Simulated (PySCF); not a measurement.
The calculation used PySCF, delta-SCF UKS SCAN, pcX-2 on the ionised atom, pcseg-1 elsewhere, spin-free X2C. Geometries: PBE0-D3(BJ)/def2-SVP; isolated species, one conformer each. Values against the vacuum level.

Problem. Order these sites by rising C 1s binding energy.
A. C4 in `[GeH3:1][n:2]1[cH:3][cH:4][p:5][c:6]1[CH:7]1[CH2:8][CH2:9]1`
B. C5 in `[CH3:1][S:2][c:3]1[n:4][cH:5][cH:6][cH:7][p:8]1`
C. C1 in `[CH:1]1=[CH:2][SiH2:3][CH:4]=[CH:5]1`
D. C3 in `[CH3:1]/[N:2]=[CH:3]/[SiH:4]([O:5][CH3:6])[O:7][CH3:8]`
E. Carbon in `[SiH3]C([SiH3])Cl`

Solution. A (289.34 eV), C (290.60 eV), D (290.98 eV), B (291.24 eV), E (291.49 eV).

The highest is bonded to Cl, H and 2 Si, the lowest to C (aromatic in the SMILES), H and P (aromatic in the SMILES); the range is 2.15 eV.

Problem. Order these sites by rising N 1s binding energy.
A. Nitrogen in `[GeH3][n]1ccpc1C1CC1`
B. Nitrogen in `CSc1ncccp1`
C. Nitrogen in `C/N=C/[SiH](OC)OC`

Solution. B (404.46 eV), C (404.75 eV), A (405.29 eV).

From the lowest up, the atoms are bonded to: 2 C (aromatic in the SMILES) (404.46); C (double bond) and C (404.75); 2 C (aromatic in the SMILES) and Ge (405.29).

Problem. Order these sites by rising Si 1s binding energy.
A. Silicon in `[SiH3]C([SiH3])Cl`
B. Silicon in `C1=C[SiH2]C=C1`
C. Silicon in `CO[SiH](OC)/C=N/C`

Solution. B (1846.34 eV), A (1846.81 eV), C (1847.30 eV).

The highest is bonded to 2 O, C and H, the lowest to 2 C and 2 H; the range is 0.96 eV.

2 of these hole states are spin-contaminated (⟨S²⟩ up to 0.93, against 0.75; counted from 0.85) and less certain.
